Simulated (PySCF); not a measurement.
Zinc: a sound run and one with changed settings

Sound run: Zn [Ar] 3d10 4s2, Zn+ [Ar] 3d10 4s1. Computed with PySCF 2.14 in cc-pVTZ-PP with ECP10MDF, with a scalar-relativistic core potential. In the sound run the correlated levels freeze 3s2 3p6 outside the core potential. The sound run starts from symmetry-adapted Hartree-Fock orbitals and uses a fine grid where one is needed.

A second run was set up differently.

| species | method | sound run (hartree) | changed run (hartree) | converged |
| --- | --- | --- | --- | --- |
| Zn | UHF | -225.96295 | -225.96295 | yes |
| Zn | MN15 | -227.51538 | -227.51523 | no |
| Zn | PBE | -227.12293 | -227.12264 | no |
| Zn | MP2 | -226.48386 | -226.48386 | yes |
| Zn+ | UHF | -225.67613 | -225.67563 | no |
| Zn+ | MN15 | -227.17500 | -227.17444 | no |
| Zn+ | PBE | -226.77188 | -226.76933 | no |

**Question.** What was changed?
A. basis contracted for another Hamiltonian
B. a valence shell is frozen
C. minimal basis
D. too few SCF iterations

**Answer.** D. It used initial guess atom, at most 3 SCF cycles. The SCF was stopped early; the energies are upper bounds that still move, and correlated levels were skipped or rest on poor orbitals.
